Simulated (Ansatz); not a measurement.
The same path of CH$_{7}$NSn (10 atoms, charge 0, multiplicity 1) was run twice with different band settings. The coordinate that changes most is the dihedral C1–N2–Sn3–H8.

Method: Ansatz, RKS B3LYP/def2-SVP.

Relaxed end points:

```xyz
10
Properties=species:S:1:pos:R:3
C -0.926 0.767 -0.903
N -0.311 -0.496 -0.528
Sn 0.929 -0.632 1.110
H -1.719 0.603 -1.656
H -1.419 1.223 -0.028
H -0.237 1.534 -1.320
H 0.063 -0.987 -1.338
H 1.430 -2.274 1.171
H -0.035 -0.200 2.467
H 2.309 0.412 1.028
```

```xyz
10
Properties=species:S:1:pos:R:3
C -0.645 0.734 -1.144
N -0.768 -0.157 -0.001
Sn 0.858 -0.591 1.185
H -1.645 1.010 -1.527
H -0.160 1.677 -0.839
H -0.065 0.338 -2.005
H -1.310 -0.988 -0.231
H 2.188 -1.282 0.315
H 0.282 -1.696 2.368
H 1.348 0.903 1.881
```

Common settings: movable images 7; climbing image yes; optimiser quadratic models (default); start path through a guess of the saddle point; force threshold 0.05 eV/Å; end points relaxed.

| run | spring | iteration limit |
| --- | --- | --- |
| 1 | 5.0 eV/Å² | 35 |
| 2 | 50.0 eV/Å² | 25 |

Question: What does each run give, and how far can it be trusted?

Answer: Run 1: converged after 7 iterations, highest image 0.048 eV above the first end. A vibrational analysis at the climbing image gives one clearly imaginary mode, 116i cm⁻¹: a first-order saddle point.
Run 2: converged after 7 iterations, highest image 0.048 eV above the first end. Another band between the same ends (7 images) ends at a top of the same energy, where a vibrational analysis finds 1 clearly imaginary mode.
